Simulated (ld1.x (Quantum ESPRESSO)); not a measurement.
Before and after: TM semilocal potential for zirconium (Zr)

zirconium (Zr), norm-conserving Troullier–Martins (semilocal form), made with ld1.x (Quantum ESPRESSO) 7.5 (LDA (PZ), scalar-relativistic). Core [Ar] 3d10 4s2, reference 4p6 4d2 5s2 5p0. Waves: 4p (bound): rc 2.05 bohr; 4d (bound): rc 2.15 bohr; 5s (bound): rc 3.10 bohr. Local part: the s channel. Core correction: a·sin(br)/r model core inside 1.80 bohr.

Change: all radii but the core radius scaled by about 1.38 (s 4.28, p 2.82, d 2.96 bohr).

Cutoffs: the cutoffs (Ry, on a coarse ladder) from which the occupation-weighted sum of valence levels, in a spherical-Bessel basis at the reference potential, stays within 10 and 1 mRy of its value at 400 Ry; they do not see the model core or the augmentation charge, which bear on the density cutoff. Errors are all-electron minus pseudo energies relative to the spin-unpolarised reference configuration.

How do hardness, ghosts and transferability respond?

The potential gets softer (30 Ry and 40 Ry → 21 Ry and 35 Ry); of the 9 tests that both files solve, the error grows in 6 and shrinks in 0 by more than 15 % and 0.3 meV (median size 24.8 → 64.4 meV); neither file shows a bound ghost. A larger radius leaves more room for a smooth pseudo-wave, so fewer plane waves are needed. More of the atom is replaced by a form fitted at one configuration, so other configurations suffer. A semilocal file is local in each channel, so a ghost entry of none says nothing of the separable form that plane-wave codes build from it.

| quantity | base | changed |
| --- | --- | --- |
| cutoff, loose | 30 Ry | 21 Ry |
| cutoff, tight | 40 Ry | 35 Ry |
| loose cutoff by channel (10 mRy a level) | p 18 Ry, d 25 Ry, s 6 Ry | p 18 Ry, d 18 Ry, s 6 Ry |
| bound ghosts | none | none |
| error for 4p6 4d2 5s1 5p0, meV [ΔE 7.35 eV] | -2.9 | -3.8 |
| error for 4p6 4d2 5s0 5p0, meV [ΔE 20.59 eV] | -18 | -80 |
| error for 4p6 4d1 5s0 5p0, meV [ΔE 43.41 eV] | +56 | -192 |
| error for 4p6 4d0 5s0 5p0, meV [ΔE 77.79 eV] | +156 | -161 |
| error for 4p6 4d2.5 5s1.5 5p0, meV [ΔE 0.53 eV] | -7.2 | +7.0 |
| error for 4p6 4d1 5s2 5p0, meV [ΔE 7.82 eV] | -1.4 | +107 |
| error for 4p6 4d3 5s1 5p0, meV [ΔE 1.22 eV] | -25 | +23 |
| error for 4p6 4d2 5s2 5p0 (spin-polarised), meV [ΔE -0.48 eV] | +30 | +45 |
| error for 4p6 4d2 5s1 5p0 (spin-polarised), meV [ΔE 6.27 eV] | +51 | +64 |
